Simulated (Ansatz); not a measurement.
Molecular dynamics of C₂H₆BFS

input.yaml

```yaml
crystal:
  periodic: [false, false, false]
  atoms:
    - { symbol: B, position_ang: [-0.838923, 1.424434, 0.046623] }
    - { symbol: C, position_ang: [-0.103901, 0.179073, 0.673887] }
    - { symbol: C, position_ang: [0.890422, -0.518011, -0.221729] }
    - { symbol: F, position_ang: [1.600222, -1.474529, 0.542361] }
    - { symbol: S, position_ang: [0.124803, -1.399564, -1.683366] }
    - { symbol: H, position_ang: [-1.80606, 1.862547, 0.575402] }
    - { symbol: H, position_ang: [-0.413181, 1.973651, -0.916542] }
    - { symbol: H, position_ang: [-0.811669, -0.541745, 1.073793] }
    - { symbol: H, position_ang: [0.439675, 0.552232, 1.547449] }
    - { symbol: H, position_ang: [1.617304, 0.151806, -0.645107] }
    - { symbol: H, position_ang: [-0.633192, -2.266893, -0.972171] }
basis:
  gaussian: { orbitals: "6-31G" }
hamiltonian:
  xc: hf
md:
  timestep: 0.25
  n_steps: 400
  ensemble: nve
  temperature: 500.0
  initial_velocities: maxwell_boltzmann
  seed: 795222
```

Command:

```bash
$ ansatz run input.yaml --threads 1 --pin off --max-ram 2048MiB --backend cpu --events-out ev --progress --plain --runs-dir out
```

It starts from a relaxed structure.

Output, in part (step lines, the closing report, with atoms numbered from 0):

```
md step     0: t =     0.00 fs  T =   500.0 K  F+E_penalty+E_count = -16346.60714249 eV  E_kin = 0.581670 eV  conserved = -16346.02547249 eV  (30 SCF iters)
md step     1: t =     0.25 fs  T =   496.8 K  F+E_penalty+E_count = -16346.60344052 eV  E_kin = 0.577998 eV  conserved = -16346.02544231 eV  (25 SCF iters)
md step     2: t =     0.50 fs  T =   487.8 K  F+E_penalty+E_count = -16346.59281277 eV  E_kin = 0.567426 eV  conserved = -16346.02538712 eV  (26 SCF iters)
md step     3: t =     0.75 fs  T =   473.4 K  F+E_penalty+E_count = -16346.57607996 eV  E_kin = 0.550766 eV  conserved = -16346.02531349 eV  (26 SCF iters)
md step     4: t =     1.00 fs  T =   454.8 K  F+E_penalty+E_count = -16346.55436738 eV  E_kin = 0.529140 eV  conserved = -16346.02522782 eV  (26 SCF iters)
md step     5: t =     1.25 fs  T =   433.1 K  F+E_penalty+E_count = -16346.52900063 eV  E_kin = 0.503864 eV  conserved = -16346.02513676 eV  (26 SCF iters)
md step     6: t =     1.50 fs  T =   409.5 K  F+E_penalty+E_count = -16346.50140140 eV  E_kin = 0.476355 eV  conserved = -16346.02504650 eV  (26 SCF iters)
md step     7: t =     1.75 fs  T =   385.1 K  F+E_penalty+E_count = -16346.47299027 eV  E_kin = 0.448028 eV  conserved = -16346.02496187 eV  (26 SCF iters)
[... lines left out ...]
md step   397: t =    99.25 fs  T =   273.6 K  F+E_penalty+E_count = -16346.34317366 eV  E_kin = 0.318283 eV  conserved = -16346.02489028 eV  (27 SCF iters)
md step   398: t =    99.50 fs  T =   276.9 K  F+E_penalty+E_count = -16346.34706894 eV  E_kin = 0.322173 eV  conserved = -16346.02489607 eV  (27 SCF iters)
md step   399: t =    99.75 fs  T =   281.6 K  F+E_penalty+E_count = -16346.35254048 eV  E_kin = 0.327634 eV  conserved = -16346.02490679 eV  (27 SCF iters)
md step   400: t =   100.00 fs  T =   287.5 K  F+E_penalty+E_count = -16346.35942056 eV  E_kin = 0.334498 eV  conserved = -16346.02492214 eV  (48 SCF iters)
Total energy: -16346.35942056 eV, -600.7176287451 hartree
Atom 0 at    -0.872834     1.429847     0.014828 Å, force     0.637704    -0.626594    -0.687359 eV/Å
Atom 1 at    -0.081325     0.173650     0.666731 Å, force    -0.120528     1.771868     2.219634 eV/Å
Atom 2 at     0.871719    -0.554558    -0.192448 Å, force     0.595445     0.978269    -1.316956 eV/Å
Atom 3 at     1.605111    -1.499221     0.509851 Å, force     0.273136    -0.544812     0.763333 eV/Å
Atom 4 at     0.136292    -1.371797    -1.659435 Å, force    -0.536685    -0.604541    -0.339460 eV/Å
Atom 5 at    -1.745485     1.975949     0.582857 Å, force    -0.084248    -0.008690     0.419446 eV/Å
Atom 6 at    -0.653803     1.829246    -1.108541 Å, force     0.146004    -0.232426     0.588585 eV/Å
Atom 7 at    -0.826358    -0.492396     1.084614 Å, force    -0.080470    -0.197774     0.160402 eV/Å
Atom 8 at     0.514122     0.556341     1.594891 Å, force    -1.153019    -0.571757    -1.624535 eV/Å
Atom 9 at     1.564073     0.127489    -0.633379 Å, force     0.462435     0.205600     0.031710 eV/Å
Atom 10 at    -0.599711    -2.240758    -0.928682 Å, force    -0.139776    -0.169142    -0.214802 eV/Å
Dipole moment:    -0.289353     0.349632     0.231879 e Å
```

The steps, from the saved trajectory:

```json
{"time (fs)": "0", "T (K)": "500", "potential energy less start (eV)": "0.000", "conserved less start (meV/atom)": "0.00"}
{"time (fs)": "3.25", "T (K)": "277", "potential energy less start (eV)": "0.261", "conserved less start (meV/atom)": "0.07"}
{"time (fs)": "6.5", "T (K)": "214", "potential energy less start (eV)": "0.333", "conserved less start (meV/atom)": "0.03"}
{"time (fs)": "9.75", "T (K)": "246", "potential energy less start (eV)": "0.296", "conserved less start (meV/atom)": "0.03"}
{"time (fs)": "13", "T (K)": "248", "potential energy less start (eV)": "0.294", "conserved less start (meV/atom)": "0.05"}
{"time (fs)": "16.25", "T (K)": "250", "potential energy less start (eV)": "0.291", "conserved less start (meV/atom)": "0.02"}
{"time (fs)": "19.5", "T (K)": "172", "potential energy less start (eV)": "0.382", "conserved less start (meV/atom)": "0.06"}
{"time (fs)": "22.75", "T (K)": "259", "potential energy less start (eV)": "0.281", "conserved less start (meV/atom)": "0.05"}
{"time (fs)": "26", "T (K)": "310", "potential energy less start (eV)": "0.221", "conserved less start (meV/atom)": "0.03"}
{"time (fs)": "29.25", "T (K)": "212", "potential energy less start (eV)": "0.336", "conserved less start (meV/atom)": "0.07"}
{"time (fs)": "32.5", "T (K)": "233", "potential energy less start (eV)": "0.311", "conserved less start (meV/atom)": "0.03"}
{"time (fs)": "35.75", "T (K)": "203", "potential energy less start (eV)": "0.347", "conserved less start (meV/atom)": "0.05"}
{"time (fs)": "39", "T (K)": "221", "potential energy less start (eV)": "0.325", "conserved less start (meV/atom)": "0.04"}
{"time (fs)": "42.25", "T (K)": "255", "potential energy less start (eV)": "0.285", "conserved less start (meV/atom)": "0.02"}
{"time (fs)": "45.5", "T (K)": "214", "potential energy less start (eV)": "0.334", "conserved less start (meV/atom)": "0.06"}
{"time (fs)": "48.75", "T (K)": "347", "potential energy less start (eV)": "0.178", "conserved less start (meV/atom)": "0.02"}
{"time (fs)": "52", "T (K)": "265", "potential energy less start (eV)": "0.274", "conserved less start (meV/atom)": "0.05"}
{"time (fs)": "55.25", "T (K)": "205", "potential energy less start (eV)": "0.343", "conserved less start (meV/atom)": "0.06"}
{"time (fs)": "58.5", "T (K)": "262", "potential energy less start (eV)": "0.277", "conserved less start (meV/atom)": "0.03"}
{"time (fs)": "61.75", "T (K)": "211", "potential energy less start (eV)": "0.337", "conserved less start (meV/atom)": "0.06"}
{"time (fs)": "65", "T (K)": "211", "potential energy less start (eV)": "0.337", "conserved less start (meV/atom)": "0.04"}
{"time (fs)": "68.25", "T (K)": "164", "potential energy less start (eV)": "0.392", "conserved less start (meV/atom)": "0.05"}
{"time (fs)": "71.5", "T (K)": "237", "potential energy less start (eV)": "0.307", "conserved less start (meV/atom)": "0.05"}
{"time (fs)": "74.75", "T (K)": "359", "potential energy less start (eV)": "0.164", "conserved less start (meV/atom)": "0.02"}
{"time (fs)": "78", "T (K)": "264", "potential energy less start (eV)": "0.275", "conserved less start (meV/atom)": "0.05"}
{"time (fs)": "81.25", "T (K)": "261", "potential energy less start (eV)": "0.279", "conserved less start (meV/atom)": "0.03"}
{"time (fs)": "84.5", "T (K)": "279", "potential energy less start (eV)": "0.257", "conserved less start (meV/atom)": "0.03"}
{"time (fs)": "87.75", "T (K)": "249", "potential energy less start (eV)": "0.292", "conserved less start (meV/atom)": "0.05"}
{"time (fs)": "91", "T (K)": "269", "potential energy less start (eV)": "0.269", "conserved less start (meV/atom)": "0.03"}
{"time (fs)": "94.25", "T (K)": "194", "potential energy less start (eV)": "0.356", "conserved less start (meV/atom)": "0.07"}
{"time (fs)": "97.5", "T (K)": "283", "potential energy less start (eV)": "0.253", "conserved less start (meV/atom)": "0.04"}
```

The run went to its last step. The conserved energy stayed within 0.081 meV per atom of its start (net change 0.05 meV per atom), so the integration is sound. Over the second half the temperature averaged 0.50 of the 500 K drawn at the start: a run that starts near a minimum puts about half its kinetic energy into the potential. A run of 0.1 ps of so small a system gives no equilibrium averages. Limits of this set-up: no polarisation functions.

The same pairs are bonded in the first frame and the last. Pairs count as bonded within 1.25 times the sum of covalent radii (0.12 Å more for H–H).

Last frame:

```xyz
11
Properties=species:S:1:pos:R:3
B -0.873 1.430 0.015
C -0.081 0.174 0.667
C 0.872 -0.555 -0.192
F 1.605 -1.499 0.510
S 0.136 -1.372 -1.659
H -1.746 1.976 0.583
H -0.654 1.829 -1.109
H -0.826 -0.492 1.085
H 0.514 0.556 1.595
H 1.564 0.128 -0.633
H -0.600 -2.241 -0.929
```

Time of the run: 9.6 min on 1 thread of Arm Neoverse V1, with other jobs on the host, peak memory 0.11 GiB.
